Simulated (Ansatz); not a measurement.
Job for Ansatz (a first-principles code): R-B3LYP/def2-TZVPP on SO2 (SMILES O=[S+][O-]).

Ansatz 0.2 input:
```yaml
crystal:
  periodic: [false, false, false]
  atoms:
    - {symbol: S, position_ang: [-0.00000000, -0.00000000, 0.48775336]}
    - {symbol: O, position_ang: [0.00000000, 1.23858797, -0.24382668]}
    - {symbol: O, position_ang: [0.00000000, -1.23858797, -0.24382668]}
basis:
  gaussian:
    orbitals: def2-TZVPP
hamiltonian:
  xc: {name: B3LYP}
scf: {lower_state_search: off}
```

The log:

```
WARN ansatz: RAYON_NUM_THREADS=1 ignored (pool sized by the plan → 1); use --threads N
Functional definition: B3LYP
these checks for a lower state are left out or cut short: stability, starts, cluster_reference, orbital_swaps, neighbouring_geometries, increment
integrals: 0.02 GiB planned
598 factors; their error is unknown
mean field: 0.27 GiB planned
mean field evaluation 1: about -14922.9867 eV, gradient 7.3e1 eV
mean field evaluation 2: about -14892.9755 eV, gradient 1.5e2 eV
mean field evaluation 4: about -14931.4664 eV, gradient 2.8e0 eV
mean field evaluation 8: about -14931.4812 eV, gradient 1.1e-2 eV
mean field evaluation 16: about -14931.4978 eV, gradient 5.0e-6 eV
mean field -14931.49780494 eV, -548.7224233988 hartree, gradient 5.0e-6 eV, S^2 0.000000; 0 other end points of the search recorded, 0 dependent functions left out
reference -14931.49797335 eV, -548.7224295877 hartree; 16, 16 occupied and 88, 88 virtual orbitals, 598 factors
Total energy: -14931.49797335 eV, -548.7224295877 hartree
Checks for a lower state left out: stability, starts, cluster_reference, orbital_swaps, neighbouring_geometries, increment
```

The calculation finished and met its thresholds.

Cost: roughly 1.2 core-seconds.
